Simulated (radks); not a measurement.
Task: Successive ionisation energies (eV) of one element, from differences of total energies of ions in their ground configurations, starting at charge 0: 9.510, 19.404, 31.096, 43.777, 57.100, 77.606, 93.303, 109.57, 126.31, 143.33, 225.55, 246.00, 266.34, 295.15, 316.83, 338.25, 418.43, 458.69, 477.32, 507.03, 563.75, 607.64. All-electron calculation, scalar-relativistic Kohn-Sham, r2SCAN, spin-polarised, spherical densities, finite nucleus; open shells are filled with parallel spins first (spin-orbit coupling, left out, can overturn this in heavy ions); meta-GGA in the generalised Kohn-Sham scheme; Fermi nuclear charge, rms radius 5.427 fm. Program: a radial shooting solver on a logarithmic mesh with Libxc functionals. Which element is it?

Result: Platinum (Z = 78). The first species listed is Pt in [Xe] 4f14 5d9 6s1, the last Pt21+ in [Kr] 4d10 4f11.
